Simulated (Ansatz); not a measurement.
Input file for Ansatz (a first-principles code): R-CAM-B3LYP/def2-TZVPP on NH3 (SMILES N).

Ansatz 0.2 input:
```yaml
crystal:
  periodic: [false, false, false]
  atoms:
    - {symbol: N, position_ang: [0.00000050, -0.00000000, 0.27908540]}
    - {symbol: H, position_ang: [0.94283777, 0.00000000, -0.09302833]}
    - {symbol: H, position_ang: [-0.47141914, 0.81652761, -0.09302854]}
    - {symbol: H, position_ang: [-0.47141914, -0.81652761, -0.09302854]}
basis:
  gaussian:
    orbitals: def2-TZVPP
hamiltonian:
  xc: {name: CAM-B3LYP}
scf: {lower_state_search: off}
```

Q: Predict the final total energy.

A: -56.5576 hartree.
